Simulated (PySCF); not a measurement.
Cl3Ge, SMILES [Cl][Ge]([Cl])[Cl], multiplicity 2. Geometry optimised at B3LYP-D3(BJ)/def2-SVP. The isomer is the one that the SMILES or the coordinates give; other isomers of the formula were not compared.

Computed equilibrium geometry at B3LYP-D3(BJ)/def2-SVP (PySCF confirms it by a frequency run) as Cartesian coordinates in Å, and its point group:
point group C3v.
```xyz
4

Cl     1.7733    -1.0238    -0.2951
Ge     0.0000     0.0000     0.4703
Cl    -1.7733    -1.0238    -0.2951
Cl     0.0000     2.0476    -0.2951
```
Charge 0, spin multiplicity 2.
